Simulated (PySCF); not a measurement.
**`C[C@H]1C(=O)O[C@@H]1F`, C4H5FO2**

Cartesian coordinates in Å; atom numbers follow the order of the lines, from 1:
```xyz
12

C     1.435   -0.245   -0.127
C     0.053   -0.038    0.462
C    -0.623    1.302    0.192
O    -0.383    2.444    0.376
O    -1.693    0.733   -0.450
C    -1.162   -0.575   -0.313
F    -1.990   -1.370    0.404
H     2.150    0.381    0.400
H     1.450    0.028   -1.180
H     1.736   -1.285   -0.028
H     0.019   -0.319    1.517
H    -0.992   -1.059   -1.280
```

Theory: TDDFT CAM-B3LYP/aug-cc-pVDZ circular dichroism and optical rotation, one conformer, gas phase (PySCF 2.14.0). Geometry: GFN2-xTB.

Problem. What are the CIP labels of the stereocentres?

Solution. C2 S, C6 R.

Problem. Which excitations and rotatory strengths does the calculation give?

Solution. Rotatory strengths R in 10⁻⁴⁰ esu² cm², velocity form and length form (origin at the centre of mass); f in length form.
| state | E (eV) | λ (nm) | f | R (velocity) | R (length) | main |
| --- | --- | --- | --- | --- | --- | --- |
| 1 | 5.88 | 211 | 0.0008 | -4.9 | -4.8 | HOMO→LUMO+4 0.57, HOMO→LUMO 0.16 |
| 2 | 7.73 | 160 | 0.020 | +18.7 | +18.4 | HOMO→LUMO 0.55, HOMO→LUMO+3 0.30 |
| 3 | 8.09 | 153 | 0.045 | +23.4 | +23.9 | HOMO−1→LUMO+4 0.34, HOMO−1→LUMO 0.27 |
| 4 | 8.18 | 152 | 0.002 | +3.6 | +3.4 | HOMO→LUMO+1 0.76 |
| 5 | 8.40 | 148 | 0.039 | +1.7 | +2.1 | HOMO→LUMO+2 0.21, HOMO→LUMO+3 0.16 |
| 6 | 8.51 | 146 | 0.006 | -3.5 | -3.3 | HOMO→LUMO+2 0.59, HOMO→LUMO+4 0.11 |
| 7 | 8.72 | 142 | 0.065 | -29.2 | -30.0 | HOMO−2→LUMO+4 0.20, HOMO−2→LUMO 0.17 |
| 8 | 8.77 | 141 | 0.009 | -3.8 | -3.6 | HOMO−1→LUMO 0.36, HOMO−1→LUMO+1 0.27 |

Among the states computed, the strongest CD band (largest |R|) is state 7. The largest dissymmetry factor in size, g = 4R/(D+G), with D and G the electric and magnetic dipole strengths, is -0.049 for state 1 (velocity form, f = 0.0009), among bands with |R| over 0.5. The mirror image has the same energies and oscillator strengths and all R with the opposite sign.
